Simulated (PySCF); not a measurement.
**Exercise with solution: oscillator strength and radiative lifetime**

H2SeZn, SMILES [SeH][ZnH].

Coordinates come from a PBE0-D3(BJ)/def2-TZVP optimisation.

TDDFT-B3LYP/def2-TZVPD (PySCF) puts the first singlet state with f over 0.02 at 4.97 eV (vertical), with the transition dipole (0.000, 0.000, -0.655) in atomic units.

Question: Find the oscillator strength, the wavelength and the radiative lifetime that this transition would have in vacuum if emission retraced absorption.

Answer: 
|μ|² = 0.4290 au, so |μ| = 1.66 D. ΔE = 4.97/27.211 = 0.1826 hartree. f = (2/3) ΔE |μ|² = 0.052 (the program prints 0.052).
λ = 1239.84/4.97 = 249 nm; ν = 40086 cm⁻¹.
Einstein's coefficient A = 0.6670 ν² f s⁻¹ (ν in cm⁻¹) = 5.6e7 s⁻¹, so τ = 1/A = 18 ns. This state is S2; the lower singlet has f = 0.000. The figure is the radiative limit of this one transition; relaxation, internal conversion, crossing to triplets and a medium change what is measured.
